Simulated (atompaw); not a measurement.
u(r) = r·R(r): atom against pseudo-atom (Ge (Z = 32))

Columns: radius, all-electron u(r) and pseudo u(r) of the 3d shell (level -29.76 eV) of germanium in the configuration [Ar] 3d10 4s1.75 4p2.25; PBEsol, scalar-relativistic, PAW (atompaw) scheme, atompaw 4.2.0.5.

```json
{"r (bohr)": "0.094", "all-electron": "0.1458", "pseudo": "0.0103"}
{"r (bohr)": "0.188", "all-electron": "0.5235", "pseudo": "0.0766"}
{"r (bohr)": "0.283", "all-electron": "0.8670", "pseudo": "0.2295"}
{"r (bohr)": "0.377", "all-electron": "1.0702", "pseudo": "0.4516"}
{"r (bohr)": "0.471", "all-electron": "1.1474", "pseudo": "0.6920"}
{"r (bohr)": "0.565", "all-electron": "1.1379", "pseudo": "0.8842"}
{"r (bohr)": "0.660", "all-electron": "1.0775", "pseudo": "0.9799"}
{"r (bohr)": "0.754", "all-electron": "0.9928", "pseudo": "0.9718"}
{"r (bohr)": "0.848", "all-electron": "0.8989", "pseudo": "0.8977"}
{"r (bohr)": "0.942", "all-electron": "0.8045", "pseudo": "0.8045"}
{"r (bohr)": "1.037", "all-electron": "0.7134", "pseudo": "0.7134"}
{"r (bohr)": "1.131", "all-electron": "0.6300", "pseudo": "0.6300"}
{"r (bohr)": "1.225", "all-electron": "0.5541", "pseudo": "0.5541"}
{"r (bohr)": "1.319", "all-electron": "0.4860", "pseudo": "0.4860"}
{"r (bohr)": "1.413", "all-electron": "0.4255", "pseudo": "0.4255"}
{"r (bohr)": "1.508", "all-electron": "0.3715", "pseudo": "0.3715"}
{"r (bohr)": "1.602", "all-electron": "0.3245", "pseudo": "0.3245"}
{"r (bohr)": "1.696", "all-electron": "0.2832", "pseudo": "0.2832"}
{"r (bohr)": "1.790", "all-electron": "0.2470", "pseudo": "0.2470"}
{"r (bohr)": "1.885", "all-electron": "0.2151", "pseudo": "0.2151"}
{"r (bohr)": "1.979", "all-electron": "0.1874", "pseudo": "0.1874"}
{"r (bohr)": "2.073", "all-electron": "0.1633", "pseudo": "0.1633"}
{"r (bohr)": "2.167", "all-electron": "0.1422", "pseudo": "0.1422"}
{"r (bohr)": "2.262", "all-electron": "0.1236", "pseudo": "0.1236"}
{"r (bohr)": "2.356", "all-electron": "0.1076", "pseudo": "0.1076"}
{"r (bohr)": "2.450", "all-electron": "0.0936", "pseudo": "0.0936"}
```

Problem. How many radial nodes do the two functions have?

Solution. The all-electron 3d function has n − l − 1 = 0; the pseudo-wave has 0.

Problem. At about which radius was the pseudo-wave matched?

Solution. 0.95 bohr, where the columns begin to agree (steps of 0.09 bohr).

Problem. Is the pseudo-wave norm-conserving?

Solution. No, it belongs to a PAW set: the norm inside the radius is not constrained, and the difference is carried by the augmentation charge.
